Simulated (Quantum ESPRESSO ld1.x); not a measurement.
Species: Ba6+. Configuration: [Kr] 4d10 5s2 5p2. Calculated with ld1.x of Quantum ESPRESSO 7.5: scalar-relativistic Kohn-Sham, PBE, spin-unpolarised, spherical densities, point nucleus.

Unscreened Slater integrals over Kohn-Sham orbitals (cm^-1). Empty in this configuration: 4f, 6s.

F0(6s,6s): 67834
F0(6s,4f): 86370
G3(6s,4f): 5908.0
F0(6s,5p): 80388
G1(6s,5p): 8432.0
F0(6s,5s): 82020
G0(6s,5s): 5426.0
F0(6s,4d): 89308
G2(6s,4d): 4402.3
F0(4f,4f): 185390
F2(4f,4f): 88408
F4(4f,4f): 55495
F6(4f,4f): 39927
F0(4f,5p): 135260
F2(4f,5p): 53884
G2(4f,5p): 31030
G4(4f,5p): 24042
F0(4f,5s): 146000
G3(4f,5s): 33603
F0(4f,4d): 211160
F2(4f,4d): 100340
F4(4f,4d): 63727
G1(4f,4d): 119280
G3(4f,4d): 74005
G5(4f,4d): 52084
F0(5p,5p): 117000
F2(5p,5p): 63957
F0(5p,5s): 122720
G1(5p,5s): 83505
F0(5p,4d): 143710
F2(5p,4d): 44856
G1(5p,4d): 13533
G3(5p,4d): 13232
F0(5s,5s): 129770
F0(5s,4d): 156680
G2(5s,4d): 19015
F0(4d,4d): 249480
F2(4d,4d): 127260
F4(4d,4d): 85073

Derived for the open shells (J is the average intra-shell exchange parameter used in DFT+U). 5p: J = F2/5 = 12790 cm^-1.
